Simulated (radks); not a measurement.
Results of a calculation; reference values are marked as such.
Correlation energies from several functionals, in hartree. Species: Mg [Ne] 3s2; Nb40+ 1s1; La16+ [Kr] 4d5; Yb2+ [Xe] 4f14; Hg [Hg]. Code: a radial shooting solver on a logarithmic mesh with Libxc functionals. Model: non-relativistic Kohn-Sham, exchange-only PBE, spin-polarised, spherical densities, point nucleus. Every spin shell is full or empty, so the densities are truly spherical. Functionals are evaluated on that one density, not self-consistently.

functional        Mg       Nb40+    La16+     Yb2+       Hg
PW92        -0.88652   -0.070161  -4.4162  -7.0449  -8.3189
VWN5        -0.89063   -0.070074  -4.4350  -7.0746  -8.3526
PZ          -0.88393   -0.071056  -4.4106  -7.0482  -8.3258
Wigner      -0.60409           0  -2.1647  -3.6927  -4.3248
Chachiyo    -0.86940   -0.069948  -4.3618  -6.9645  -8.2273
PBE         -0.40739  -0.0060181  -2.3243  -4.0925  -4.8992
LYP         -0.46019           0  -2.1982  -3.6911  -4.3425
P86         -0.46200   -0.051903  -2.6893  -4.6041  -5.5071
AM05        -0.79693   -0.061134  -4.1204  -6.6200  -7.8375
OP (B88)    -0.44292           0  -2.1541  -3.6178  -4.2533
revTPSS     -0.42551           0  -2.3489  -4.1277  -4.9408
SCAN        -0.41010           0  -2.3058  -4.1485  -4.9418
r2SCAN      -0.41321           0  -2.3221  -4.1655  -4.9575
B95         -0.46783           0  -2.9982  -5.0808  -6.0704
